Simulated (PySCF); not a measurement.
# Dipole moment and polarisability of `N[Si]([SiH3])([SiH3])[SiH2]P`

Species: H₁₂NPSi₄.
Geometry (GFN2-xTB, Å), atoms numbered from 1 in this order:
```
atom  x, y, z in Å
N1    -0.0861   -2.0192   -0.0368
Si2    0.3870   -0.3411   -0.0502
Si3    0.2062    0.2530    2.2069
Si4    2.5384   -0.3907   -0.9566
Si5   -1.0741    0.9541   -1.4026
P6    -3.0433    1.4549   -0.4512
H7     0.0330   -2.5794   -0.8660
H8    -0.9362   -2.2978    0.4278
H9    -1.1858    0.4033    2.6501
H10    0.8095   -0.7029    3.1370
H11    0.8524    1.5477    2.4423
H12    2.9208   -1.6884   -1.5186
H13    3.5663   -0.0605    0.0333
H14    2.6777    0.5812   -2.0455
H15   -0.5265    2.2651   -1.7818
H16   -1.4789    0.3208   -2.6705
H17   -3.1796    0.2469    0.2099
H18   -2.4893    2.0594    0.6607
```

Level: CAM-B3LYP/def2-SVPD (PySCF), static field, nuclei fixed, core orbitals frozen in the response. The polarisability tensor in these axes (au):

```
x   179.12 -20.29  -4.66
y   -20.29 134.65  -1.35
z    -4.66  -1.35 154.12
```

Question: What are the eigenvalues, a third of the trace, and Δα (Δα² = ½Σ(αi − αj)² over the three pairs)?

Answer: Principal values 126.47, 153.98 and 187.43 au; mean 155.96 au = 23.11 Å³ = 25.71 × 10⁻⁴⁰ C²·m²/J; Δα = 52.88 au (34 % of the mean).

Question: What is the dipole moment, and where does it point?

Answer: (0.04, -1.34, 0.01) D, 1.34 D in size, pointing from the negative to the positive side. Measured along this direction, the outermost atoms are H15 at the negative end and H7 at the positive end.

Question: In a dilute gas of rigid molecules at 350 K, how does the orientational term μ²/3kT compare with the electronic polarisability?

Answer: In Gaussian units μ²/3kT = 12.32 Å³ against 23.11 Å³, a ratio of 0.53; the Debye molar polarisation (4π/3)N_A(α + μ²/3kT) is 89.4 cm³/mol, leaving out the vibrational part.

Question: What would n − 1 = 2πNα be for an ideal gas of these molecules at 400 K and 1 atm, electronic part alone?

Answer: N = p/kT = 1.8347 × 10¹⁹ cm⁻³, so n − 1 = 2π × N × 23.11 × 10⁻²⁴ cm³ = 2664 × 10⁻⁶ at long wavelengths.

Question: Along which axes do the principal values lie, and how far do the nuclei extend along each?

Answer: Largest value along (0.93, -0.35, -0.12), where the nuclei span 6.77 Å; middle along (0.07, -0.14, 0.99), 6.04 Å; least along (0.37, 0.92, 0.11), 4.47 Å. The response follows the extents in order.

Question: Form Σ f/ω² (atomic units) for the 8 lowest TDDFT singlets, given as eV and f, and set it beside the mean polarisability, which is this sum over all singlets: 4.77, 0.0049; 5.54, 0.1457; 5.84, 0.0559; 6.00, 0.0761; 6.19, 0.0177; 6.34, 0.0530; 6.51, 0.0289; 6.59, 0.0262.

Answer: They add up to 8.73 au, 5.6 % of the 155.96 au; the largest single term is 3.52 au, from the state at 5.54 eV. Terms in order: 0.16, 3.52, 1.22, 1.57, 0.34, 0.98, 0.50, 0.45 au. Higher excitations give the rest. The strengths listed sum to 0.408.

Question: Estimate the molar refractivity from the static electronic polarisability.

Answer: Lorentz–Lorenz: R = (4π/3)N_A α = 2.5225 cm³/(mol·Å³) × 23.11 Å³ = 58.3 cm³/mol, in the limit of long wavelengths.

The structure is a single GFN2-xTB conformer in the gas phase; no vibrational or solvent corrections. GFN2-xTB frequencies show an imaginary mode (27i cm⁻¹), so this geometry is no minimum at that level.

The run behind these numbers computed excited states as well. The run took 4.0 min wall, 2.8 min CPU (grids of density and orbitals included) on one thread, Intel Xeon at 2.50 GHz (x86_64) (shared host), and the process peaked at 1.1 GiB of memory.
